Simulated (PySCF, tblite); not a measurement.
Isomers of C6H10ClFO. Computed values, GFN2-xTB/tblite, gas phase, harmonic and unscaled. Against measured fundamentals such values can be off by several per cent, at times by over 20. One conformer each.

Electronic energies: PBE0/pcSseg-1 single points on the GFN2-xTB geometries (PySCF, gas phase).

```
                    SMILES  electronic energy, lowest = 0 (kJ/mol)
CC[C@@H](C)[C@H](F)C(=O)Cl                                    22.4
  F[C@@H]1C[C@@H](Cl)CCCO1                                    31.9
     CC(C)C[C@H](F)C(=O)Cl                                    21.9
     CCC[C@@](C)(F)C(=O)Cl                                     5.4
   C[C@H](F)C(C)(C)C(=O)Cl                                     0.0
```

Question: How do GFN2-xTB zero-point energies change the relative energies?

Answer: 
```json
{"SMILES": "C[C@H](F)C(C)(C)C(=O)Cl", "ZPE (kJ/mol)": "393.8", "of it from modes above 1550 cm⁻¹": "192.7", "electronic (kJ/mol)": "0.0", "with ZPE, lowest = 0 (kJ/mol)": "0.0", "lowest mode (cm⁻¹)": "36", "rings": "0"}
{"SMILES": "CCC[C@@](C)(F)C(=O)Cl", "ZPE (kJ/mol)": "393.5", "of it from modes above 1550 cm⁻¹": "191.7", "electronic (kJ/mol)": "5.4", "with ZPE, lowest = 0 (kJ/mol)": "5.2", "lowest mode (cm⁻¹)": "19", "rings": "0"}
{"SMILES": "CC(C)C[C@H](F)C(=O)Cl", "ZPE (kJ/mol)": "394.8", "of it from modes above 1550 cm⁻¹": "190.8", "electronic (kJ/mol)": "21.9", "with ZPE, lowest = 0 (kJ/mol)": "22.9", "lowest mode (cm⁻¹)": "22", "rings": "0"}
{"SMILES": "CC[C@@H](C)[C@H](F)C(=O)Cl", "ZPE (kJ/mol)": "395.0", "of it from modes above 1550 cm⁻¹": "190.7", "electronic (kJ/mol)": "22.4", "with ZPE, lowest = 0 (kJ/mol)": "23.5", "lowest mode (cm⁻¹)": "34", "rings": "0"}
{"SMILES": "F[C@@H]1C[C@@H](Cl)CCCO1", "ZPE (kJ/mol)": "404.2", "of it from modes above 1550 cm⁻¹": "178.0", "electronic (kJ/mol)": "31.9", "with ZPE, lowest = 0 (kJ/mol)": "42.4", "lowest mode (cm⁻¹)": "85", "rings": "1"}
```

The zero-point energies span 10.7 kJ/mol, from `CCC[C@@](C)(F)C(=O)Cl` to `F[C@@H]1C[C@@H](Cl)CCCO1`. The order is unchanged.

Question: And how do the electronic energies of GFN2-xTB itself compare?

Answer: `C[C@H](F)C(C)(C)C(=O)Cl` 17.2; `CCC[C@@](C)(F)C(=O)Cl` 35.4; `CC(C)C[C@H](F)C(=O)Cl` 46.7; `CC[C@@H](C)[C@H](F)C(=O)Cl` 46.8; `F[C@@H]1C[C@@H](Cl)CCCO1` 0.0 kJ/mol, lowest = 0. Against the energies above, taken from the same isomer `C[C@H](F)C(C)(C)C(=O)Cl`, the largest difference is 49.1 kJ/mol.

Question: What do entropy and thermal enthalpy add at 298.15 K and 1 bar (rigid rotor, harmonic oscillator, one conformer each)?

Answer: 
```csv
SMILES,point group,symmetry number,S (J/(mol K)),H − H(0) (kJ/mol),ZPE + H − H(0) − TS (kJ/mol)
C[C@H](F)C(C)(C)C(=O)Cl,C1,1,425.8,30.88,297.7
CC[C@@H](C)[C@H](F)C(=O)Cl,C1,1,435.6,30.73,295.8
F[C@@H]1C[C@@H](Cl)CCCO1,C1,1,383.2,25.13,315.1
```

Not tabulated: `CCC[C@@](C)(F)C(=O)Cl` (lowest mode only 19 cm⁻¹); `CC(C)C[C@H](F)C(=O)Cl` (lowest mode only 22 cm⁻¹).
